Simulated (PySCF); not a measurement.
# Finite-field polarisability of C (carbon, neutral)

[He] 2s2 2p2, high-spin 3P determinant. All numbers are calculated (PySCF 2.14, the non-relativistic Hamiltonian (point nucleus), in aug-cc-pVTZ (5s4p3d2f, 46 functions)). Frozen: 1s2. Energy changes in a uniform field (μhartree):

| axis | F (au) | HF | MP2 | CCSD | CCSD(T) |
| --- | --- | --- | --- | --- | --- |
| x | 0.0043 | -100.447 | -90.104 | -94.341 | -94.945 |
| x | 0.0086 | -401.833 | -360.666 | -377.479 | -379.893 |
| y | 0.004 | -99.615 | -98.788 | -98.778 | -99.333 |
| y | 0.008 | -398.775 | -395.550 | -395.542 | -397.776 |

By symmetry the remaining axis equals y.

Question: Derive α along x at CCSD(T) from the two fields.

Answer: With ΔE = −αF²/2 − γF⁴/24, α = −(16 ΔE(F) − ΔE(2F))/(6F²) = 10.27 bohr³.

Question: And the mean polarisability at each level?

Answer: The components xx, yy, zz at CCSD(T) are 10.27, 12.41, 12.41, the third axis being equal by symmetry to one of the two computed. Means: HF 11.92, MP2 11.48, CCSD 11.63, CCSD(T) 11.70 bohr³. Reference: 11.3 ± 0.4 bohr³ (recommended; Schwerdtfeger and Nagle, table of static dipole polarizabilities (2023 update)).
